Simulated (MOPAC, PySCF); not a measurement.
CH$_{3}$BN$_{2}$, SMILES `N#CBN`, neutral singlet in the gas phase. 

Cartesian coordinates (Å):
```xyz
7

N      2.3594    -0.3862     0.6827
C      1.3653    -0.0059     0.2305
B      0.0492     0.5249    -0.3717
N     -0.9602    -0.3725    -0.6713
H     -0.0888     1.6904    -0.5727
H     -1.8409    -0.0850    -1.0658
H     -0.8840    -1.3657    -0.5168
```
Charge 0, multiplicity 1.

All levels are single points at this geometry (r2SCAN-D4/def2-TZVP); Pople sets use spherical d functions. Orbital energies aren't observables, and empty levels follow the basis.

HF/3-21G in PySCF gives dipole (D) = 4.59.

### Question
Estimate the dipole (D) from each of these levels: PBE-D3(BJ)/def2-TZVP in PySCF; r2SCAN-D4/def2-TZVP in PySCF; B3LYP/6-311+G** in PySCF; HF/6-31G* in PySCF; PM3 in MOPAC.

### Answer

```
level                          dipole (D)
-----------------------------  ----------
PBE-D3(BJ)/def2-TZVP in PySCF        4.68
r2SCAN-D4/def2-TZVP in PySCF         4.70
B3LYP/6-311+G** in PySCF             4.71
HF/6-31G* in PySCF                   4.66
PM3 in MOPAC                         5.37
```
